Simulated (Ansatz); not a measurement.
One change: `FC(F)C(F)C(F)(F)F` becomes `FC(F)[C@H](F)[C@@H](F)C(F)(F)F`.

Ansatz, PBE0-D4/def2-TZVP geometries, multiplicity 1. Each molecule was computed in one conformer, which needn't be the lowest.

```json
{"property": "HOMO energy (PBE/def2-TZVPP) / eV", "`FC(F)C(F)C(F)(F)F`": "-8.37"}
{"property": "HOMO–LUMO gap (ωB97M-V/def2-TZVPP) / eV", "`FC(F)C(F)C(F)(F)F`": "15.24"}
{"property": "HOMO–LUMO gap (PBE/def2-TZVPP) / eV", "`FC(F)C(F)C(F)(F)F`": "8.09"}
{"property": "zero-point energy (PBE0-D4/def2-TZVP) / kJ/mol", "`FC(F)C(F)C(F)(F)F`": "154.4"}
{"property": "HOMO energy (PBE0/def2-TZVPP) / eV", "`FC(F)C(F)C(F)(F)F`": "-10.21"}
{"property": "size of the dipole moment (B3LYP/def2-TZVPP) / D", "`FC(F)C(F)C(F)(F)F`": "2.18"}
```

Q: Give the same properties after the change, and the shifts. (Estimate.)

A: Computed: 
```tsv
property	`FC(F)[C@H](F)[C@@H](F)C(F)(F)F`	shift
HOMO energy (PBE/def2-TZVPP) / eV	-8.22	0.15
HOMO–LUMO gap (ωB97M-V/def2-TZVPP) / eV	15.11	-0.13
HOMO–LUMO gap (PBE/def2-TZVPP) / eV	8.00	-0.09
zero-point energy (PBE0-D4/def2-TZVP) / kJ/mol	209.1	54.7
HOMO energy (PBE0/def2-TZVPP) / eV	-10.03	0.18
size of the dipole moment (B3LYP/def2-TZVPP) / D	1.31	-0.87
```

With PBE0 the HOMO rises by 0.18 eV and the LUMO rises by 0.06 eV, so the gap narrows by about 0.12 eV. PBE moves the HOMO by 0.15 eV and ωB97M-V by 0.21 eV. The zero-point energy changes by 54.7 kJ/mol with +9 modes. Dipoles are sizes alone; their direction can turn.

B3LYP here is the variant with VWN-RPA as its local correlation; programs differ in this.
